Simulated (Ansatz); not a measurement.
`[F][InH][CH2]I` + H₂S → `[F][InH][SH]` + `CI` at 400 K and 1 bar (ligand exchange at the In–C bond).

Computed with Ansatz on PBE0-D4/def2-TZVP structures; ΔE is electronic, products minus reactants. CBS: MP2 limit from def2 TZ/QZ plus the TZ coupled-cluster correction, frozen cores. This one scheme is used for every species. Elements past krypton have def2 core potentials. For I, In outer-core shells are correlated without core-valence functions, which leaves a few kJ/mol of doubt a bond. Each species was taken in one conformer, which may not be the lowest.

```tsv
species	CCSD(T)/CBS energy (Eh)	H − E (kJ/mol)	S (J/(mol·K))
`[F][InH][CH2]I`	-626.92324	119.5	399.1
H₂S	-398.97279	53.4	215.9
`[F][InH][SH]`	-688.63795	68.8	340.5
`CI`	-337.29646	111.8	267.3
```

H − E and S are ideal-gas, rigid-rotor, harmonic terms from PBE0-D4/def2-TZVP, for one conformer and one mirror image of each species. 1 Eh = 2625.50 kJ/mol, R = 8.31446 J/(mol·K).

By hand: ΔE, ΔH, ΔS and ΔG.

ΔE = (-688.63795) + (-337.29646) − (-626.92324) − (-398.97279) = -0.03838 Eh = -100.8 kJ/mol. Δ(H − E) = 68.8 + 111.8 − 119.5 − 53.4 = 7.7, so ΔH = -93.1 kJ/mol. ΔS = 340.5 + 267.3 − 399.1 − 215.9 = -7.2 J/(mol·K). ΔG = -93.1 − 400 × (-7.2)/1000 = -90.2 kJ/mol.

By hand: the equilibrium constant, and the temperature at which ΔG would vanish if ΔH and ΔS stayed fixed.

log₁₀ K = −ΔG/(RT ln 10) = 11.8. ΔG = 0 at ΔH/ΔS = 12931 K, far beyond where these terms or the molecules hold.

The number of gas molecules stays the same, so ΔS is small and ΔH decides. A doubt of 5 kJ/mol in ΔE shifts log₁₀ K by 0.7 here. Other conformers and mirror images would add mixing entropy, several J/(mol·K) or more a flexible species. Modes under 60 cm⁻¹, often nearly free rotors, make the harmonic entropy too high. These are equilibria of isolated gas molecules and say nothing of rates. Largest T1 diagnostic: 0.016 (customary marks: 0.02 for closed shells, 0.045 for open ones).
